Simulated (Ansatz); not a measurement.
Born–Oppenheimer molecular dynamics of Cl3F3W (7 atoms, charge 0, multiplicity 1). It starts from a relaxed structure.

Computed with RKS PBE-D4/def2-SVP (Ansatz).

| Property | Result |
| --- | --- |
| ensemble | NVT, Langevin thermostat |
| time step | 1 fs |
| steps asked | 100 |
| set temperature | 500 K |
| friction | 1 /fs |
| seed | 670538 |

First frame:

```xyz
7
Properties=species:S:1:pos:R:3
W 0.046 0.046 0.047
Cl -0.011 -0.011 2.342
Cl 2.342 -0.011 -0.011
Cl -0.011 2.342 -0.011
F -1.829 0.001 0.001
F 0.001 -1.829 0.001
F 0.001 0.001 -1.829
```

(1) How far do the bonds stretch over the last three quarters of this one trajectory? (Pairs bonded in most of those frames.)

Answers

(1) 
```csv
bond,mean (Å),spread (Å),shortest,longest
W1–Cl2,2.288,0.011,2.27,2.31
W1–Cl3,2.339,0.012,2.32,2.37
W1–Cl4,2.259,0.022,2.22,2.29
W1–F5,1.840,0.021,1.80,1.89
W1–F6,1.896,0.020,1.86,1.95
W1–F7,1.870,0.019,1.84,1.90
```

Mean temperature of the second half: 517 K. A run of 0.1 ps of so small a system gives no equilibrium averages. The friction is so strong that the motion is overdamped, so the time scale means little.

Time of the run: 6.8 min on 2 threads of Arm Neoverse V2 (shared host), peak memory 0.19 GiB.
